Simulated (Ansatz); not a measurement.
`C1[CH2][GaH][SiH2]1` → 2 C• + Ga• + 7 H• + Si•  (atomization)

Program: Ansatz. Geometries: PBE0-D4/def2-TZVP. ΔE: electronic, gas phase. CCSD(T)/CBS adds triple-zeta CCSD(T) − MP2 to the extrapolated MP2 energy (def2 sets, frozen cores). This one scheme is used for every species, atoms too. Functionals use def2-TZVPP. No spin–orbit coupling; open shells (•) take unrestricted orbitals. Spin–orbit coupling would lower the free atoms: a little for C, Si; clearly for Ga. Bonds to Ga are less sure, by a few kJ/mol each and by 10 to 20 or more in all where they break to atoms, as the def2 sets lack core-valence functions. Scalar relativity is left out up to krypton.

CCSD(T)/CBS gives +37.70 eV.

Question: Another level gave +36.43 eV. Which?
A. ωB97X-V/def2-TZVPP
B. SCS-MP2/def2-TZVPP
C. CCSD/def2-TZVPP
D. PBE-D4/def2-TZVPP

Answer: C. CCSD/def2-TZVPP 36.43, ωB97X-V 37.85, SCS-MP2/def2-TZVPP 37.06, PBE-D4 37.97 eV.

Largest T1 diagnostic among the species: 0.013.

In def2-TZVPP, CCSD(T) changes the Hartree–Fock value by +8.92 eV (the triples alone add +0.48 eV) and MP2 by +9.11 eV; breaking electron pairs costs correlation energy, which Hartree–Fock lacks. The D4 term adds +0.43 eV with B3LYP and +0.22 eV with PBE0; it sums over pairs of atoms, weighted by their polarisabilities, and B3LYP, whose exchange is more repulsive, gets the larger term. From PBE to PBE0 (25 % exact exchange), in def2-TZVPP and without D4, ΔE moves by −0.22 eV: exact exchange takes away binding that semilocal exchange gives to molecules.

B3LYP here is the variant with VWN-RPA as its local correlation; programs differ in this.

For atomizations the MP2-based limit and the directly extrapolated one differ by several kJ/mol either way, and by 10 to 25 for some Ge, Se and Sn compounds, so smaller differences from it don't rank the levels.
